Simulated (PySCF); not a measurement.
Mapped SMILES: `[SiH3:1][CH2:2][BH:3][PH2:4]` (H(Xn): hydrogen on atom n).

- shieldings: GIAO KT3/pcSseg-2
- PBE0-D3(BJ)/def2-SVP structure
- run in PySCF
- one averaged value for each set of equivalent atoms, no relativistic terms, no solvent model, one computed conformer

Shifts are taken against calculated references (same method and geometry level): TMS for 13C, 1H, 29Si; 11B vs BF3·OEt2; 31P against H3PO4.

| atoms | nucleus | count | δ (ppm) |
| --- | --- | --- | --- |
| C2 | 13C | 1 | 20.9 |
| H(Si1) | 1H | 3 | 3.84 |
| H(B3) | 1H | 1 | ? |
| Si1 | 29Si | 1 | -69.9 |
| B3 | 11B | 1 | 81.8 |
| H(P4) | 1H | 2 | 3.14 |
| H(C2) | 1H | 2 | 2.00 |
| P4 | 31P | 1 | ? |

Fill in the missing shifts.

## Answers


- H(B3): 7.96 ppm, hydrogen on a boron bonded to C, P
- P4: -169.0 ppm, phosphorus bonded to B, 2 H

Hydrogens on boron are broadened and split by 11B (spin 3/2, 80 %) and 10B (spin 3). A carbon bonded to boron is broadened by the quadrupolar boron nucleus and is often missing from a measured spectrum. Shifts are as computed, not scaled to solution data. Of 1211 compounds with measured shifts, 218 miss one by over three times the rms of a fit or turn the order of signals round; such compounds aren't used in these exercises. Experimental scales use liquid or dissolved standards, which lie at an offset from isolated H3PO4.
